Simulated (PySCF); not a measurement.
# C₆ coefficients of unlike pairs at PBE0

Calculated with PySCF 2.14 from the dipole response of each species, C₆(A,B) = (3/π) ∫ α_A(iu) α_B(iu) du, in atomic units, from isotropic polarisabilities. For ions this is the dispersion term alone; charge-induced terms of lower order in 1/R come first.

```
species           configuration                                                                 basis      relativity  α (bohr³)  C₆ (like pair)
      F       [He] 2s2 2p5 (2P)                                               dyall-acv3z (15s9p4d2f)   spin-free X2C      3.479           9.341
   Kr²⁺  [Ar] 3d10 4s2 4p4 (3P)                           aug-cc-pwCVTZ-PP with ECP10MDF (8s7p6d4f1g)  core potential      7.500           37.24
   Cl²⁺       [Ne] 3s2 3p3 (4S)                                        aug-cc-pV(5+d)Z (8s7p6d4f3g2h)            none      5.870           20.87
    Ru⁺           [Kr] 4d7 (4F)  def2-TZVPPD with the def2 core potential (28 electrons) (6s4p3d2f1g)  core potential      12.22           64.86
```

(1) Estimate C₆ for Ru⁺ with Cl²⁺.

No spin-orbit coupling is included.

The other pairs:

| pair | C₆ |
| --- | --- |
| Kr²⁺, F | 18.55 |
| Cl²⁺, F | 13.80 |
| Cl²⁺, Kr²⁺ | 27.84 |
| Ru⁺, Kr²⁺ | 48.67 |
| Ru⁺, F | 24.28 |

Results:

(1) The integral gives 36.42. The combination rule 2 C_A C_B / (C_A α_B/α_A + C_B α_A/α_B) gives 36.29 and the geometric mean 36.79.
